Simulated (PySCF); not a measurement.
3-methylidenepent-1-en-4-yne (C₆H₆), SMILES C#CC(=C)C=C. Atoms are numbered in the order given.

```xyz
12

C     -1.0668    -2.0573     0.0000
C     -0.2915    -1.1239     0.0000
C      0.6050    -0.0016     0.0000
C      1.9441    -0.1928     0.0000
C      0.0287     1.3548     0.0000
C     -1.2797     1.6424     0.0000
H     -1.7430    -2.8911     0.0000
H      2.3768    -1.1945     0.0000
H      2.6263     0.6611     0.0000
H      0.7648     2.1658     0.0000
H     -1.6294     2.6773     0.0000
H     -2.0348     0.8517     0.0000
```
Charge 0, spin multiplicity 1.

Coordinates come from a B3LYP-D3(BJ)/def2-SVP optimisation. The values are those of a single conformer.

Calculation: HF/def2-TZVP (PySCF).

The molecule is in vacuum.

Q: Estimate the frontier levels, gap, dipole moment and polarisability. (The exact figures need the calculation; the answer reports its results.)

A: 
```
Item                                                                                                             Value
---------------------------------------------------------------------------------------------  -----------------------
highest occupied level                                                                                        -8.78 eV
lowest empty level                                                                                             2.29 eV
orbital gap                                                                                                   11.07 eV
dipole moment                                                                                                0.076 e·Å
quadrupole, principal values (traceless, Buckingham form, about the centre of nuclear charge)   -10.10, 1.06, 9.04 D·Å
mean static polarisability                                                                       73.2 bohr³ (10.84 Å³)
polarisability, principal values                                                               40.8, 75.6, 103.1 bohr³
```
